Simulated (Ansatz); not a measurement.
Consider the substitution at a C–O bond: `C=C(N)OC` + `OBS` → `C=C(N)SBO` + CH₃OH.

Gas-phase electronic energies from Ansatz, PBE0-D4/def2-TZVP geometries. CCSD(T)/CBS adds triple-zeta CCSD(T) − MP2 to the extrapolated MP2 energy (def2 sets, frozen cores). This one scheme is used for every species. DFT in def2-TZVPP. B3LYP here is the variant with VWN-RPA as its local correlation; programs differ in this. One conformer a species, not always the lowest.

```tsv
level	ΔE (kJ/mol)	difference from CCSD(T)/CBS
PBE-D4	-10.8	0.3
r2SCAN-D4	-1.6	9.5
PBE0-D4	-6.3	4.8
B3LYP-D4	-5.6	5.5
ωB97X-V	0.5	11.6
ωB97M-V	-2.0	9.1
r2SCAN	-0.5	10.6
PBE0	-2.5	8.6
B3LYP	1.6	12.7
MP2/def2-TZVPP	-13.2	-2.1
CCSD(T)/def2-TZVPP	-7.4	3.7
MP2/def2-QZVPP	-15.2	-4.1
SCS-MP2/def2-QZVPP	-10.9	0.2
HF/CBS(def2)	19.9	31.0
MP2/CBS(def2)	-16.9	-5.8
CCSD/CBS(def2)	-6.2	4.9
CCSD(T)/CBS	-11.1	0
```

Largest T1 diagnostic among the species: 0.013.

From PBE to PBE0 (25 % exact exchange), in def2-TZVPP and without D4, ΔE moves by +4.0 kJ/mol. In def2-TZVPP, CCSD(T) changes the Hartree–Fock value by −26.8 kJ/mol (the triples alone add −4.9 kJ/mol) and MP2 by −32.6 kJ/mol. The D4 term adds −7.2 kJ/mol with B3LYP and −3.8 kJ/mol with PBE0; it sums over pairs of atoms, weighted by their polarisabilities, and B3LYP, whose exchange is more repulsive, gets the larger term.
